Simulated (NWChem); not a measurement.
**Lowest excitation of H4GeSi**

```xyz
6

Ge    -0.0252     0.6717     0.5612
H     -0.2546     1.5714    -0.7604
Si     0.0697    -1.2823    -0.9493
H      0.9680    -1.0813    -2.1471
H     -1.3420    -1.4532    -1.4746
H      0.4584    -2.5802    -0.2880
```
Charge 0, spin multiplicity 1.

Everything below was run with NWChem. The geometry was optimised at PBE/def2-SVP, a minimum by its harmonic frequencies.

Basis set: def2-SVPD.

```
method          lowest vertical singlet excitation energy (eV)  relative cost  difference from EOM-CCSD
--------------  ----------------------------------------------  -------------  ------------------------
TD-LDA (SVWN5)                                            1.87              1                     -0.20
TD-PBE                                                    1.95        under 3                     -0.12
CIS                                                       2.13        under 3                     +0.06
TD-B3LYP                                                  1.95        under 3                     -0.12
EOM-CCSD                                                  2.07              4                      0.00
```

The values span 0.26 eV, from TD-LDA (SVWN5) (lowest) to CIS (highest). Costs are rough ratios of processor time within this set of runs, SCF included, with TD-LDA (SVWN5) as 1.

The Hamiltonian is non-relativistic. The correlated methods keep 14 core orbitals frozen. B3LYP has NWChem's definition, with VWN1-RPA local correlation. The structure started from a generated list of species. Differences from the coupled-cluster row are differences between methods, not errors against experiment.
